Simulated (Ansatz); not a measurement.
System: Ge$_{4}$H$_{10}$, charge 0, multiplicity 1. 
Coordinates optimised at B3LYP-D3(BJ)/def2-TZVP (Ansatz, a first-principles code):
```xyz
14

Ge    -2.0786     1.3334     0.2703
Ge    -0.8414    -0.5102     1.2778
Ge     0.8014    -1.3641    -0.3132
Ge     2.1174     0.4842    -1.2057
H     -3.1776     1.8579     1.2117
H     -1.1129     2.4880    -0.0514
H     -2.7345     0.8713    -1.0434
H     -1.8120    -1.6268     1.7130
H     -0.1105    -0.0036     2.5378
H      1.7260    -2.3992     0.3590
H      0.0661    -2.0702    -1.4705
H      1.1970     1.4489    -1.9747
H      3.2170    -0.0143    -2.1606
H      2.7801     1.2623    -0.0546
```

Basis-set convergence of Hartree-Fock and CCSD correlation energies (hartree) with Ansatz. Correlated levels leave the core frozen unless marked. Spin-orbit coupling is left out. The frozen core is the preceding noble-gas configuration, with the filled d and f shells of earlier blocks. Non-relativistic.

```csv
basis,functions,E(HF),"E(corr, CCSD)"
aug-cc-pVDZ,234,-8307.16996,-0.50303
aug-cc-pVTZ,466,[?],[?]
```

### Question
Complete the blanks.

### Answer

- aug-cc-pVTZ, E(HF): -8307.45852
- aug-cc-pVTZ, E(corr, CCSD): -0.58142
